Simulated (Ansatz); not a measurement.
Start from `CN[SiH](O)O` and change one atom or group to get `O=C[SiH](O)O`.

Ansatz, PBE0-D4/def2-TZVP geometries, multiplicity 1. Each molecule was computed in one conformer, which needn't be the lowest.

| property | `CN[SiH](O)O` |
| --- | --- |
| LUMO energy (PBE/def2-TZVPP) / eV | 0.01 |
| LUMO energy (B3LYP/def2-TZVPP) / eV | 0.51 |
| HOMO energy (PBE/def2-TZVPP) / eV | -5.60 |
| HOMO energy (B3LYP/def2-TZVPP) / eV | -6.78 |
| HOMO energy (ωB97M-V/def2-TZVPP) / eV | -9.39 |
| HOMO–LUMO gap (PBE/def2-TZVPP) / eV | 5.61 |

Task: Give the same properties after the change, and the shifts. (Estimate.)

Result: Computed: 
```
                             property  `O=C[SiH](O)O`  shift
    LUMO energy (PBE/def2-TZVPP) / eV           -3.06  -3.07
  LUMO energy (B3LYP/def2-TZVPP) / eV           -2.18  -2.69
    HOMO energy (PBE/def2-TZVPP) / eV           -5.76  -0.16
  HOMO energy (B3LYP/def2-TZVPP) / eV           -7.07  -0.29
HOMO energy (ωB97M-V/def2-TZVPP) / eV           -9.57  -0.18
  HOMO–LUMO gap (PBE/def2-TZVPP) / eV            2.70  -2.91
```

With PBE0 the HOMO falls by 0.25 eV and the LUMO falls by 2.80 eV, so the gap narrows by about 2.55 eV. PBE moves the HOMO by -0.16 eV and ωB97M-V by -0.18 eV.

B3LYP here is the variant with VWN-RPA as its local correlation; programs differ in this.
